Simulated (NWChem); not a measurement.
System: CH$_{4}$BrGa; SMILES [GaH]([Br])[CH3]

Program: NWChem. Pople sets run with spherical d functions. Coordinates come from a PBE0/def2-SVP optimisation. B3LYP is NWChem's, with the RPA form of VWN correlation. Field at 589 nm.

| level | isotropic polarisability (bohr³) | anisotropy (bohr³) |
|---|---|---|
| B3LYP/6-31G* | 54.3 | [?] |
| B3LYP/def2-SVP | 54.1 | 28.7 |
| B3LYP/def2-SVPD | 68.4 | 28.4 |
| B3LYP/aug-cc-pVDZ | 68.2 | 29.6 |

### Question
Complete the blanks.

### Answer

- B3LYP/6-31G*, anisotropy (bohr³): 30.4
